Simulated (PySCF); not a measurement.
## MZn for M along the chalcogens

r²SCAN with triple-zeta basis sets in PySCF, for the lowest determinant that a PBE0 search found; no spin–orbit coupling. De refers to high-spin ground-configuration atoms. A positive dipole means M(−)Zn(+).

| M | basis | state (unpaired electrons) | Re (Å) | ωe (cm⁻¹) | De (eV) | μ (D) |
| --- | --- | --- | --- | --- | --- | --- |
| O | def2-TZVPP | triplet (σ ↑, π ↑) | 1.852 | 541 | 1.71 | 2.22 |
| S | def2-TZVPP | singlet (closed shell) | 2.040 | 477 | 1.61 | 5.21 |
| Se | def2-TZVPP | singlet (closed shell) | 2.160 | 342 | 1.39 | 4.95 |

The shortest bond is that of ZnO (1.852 Å), the longest that of ZnSe (2.160 Å).

The state changes along the series, so neighbouring rows are not always alike in their bonding.

States were picked by a PBE0 search and need not be the measured ground states.
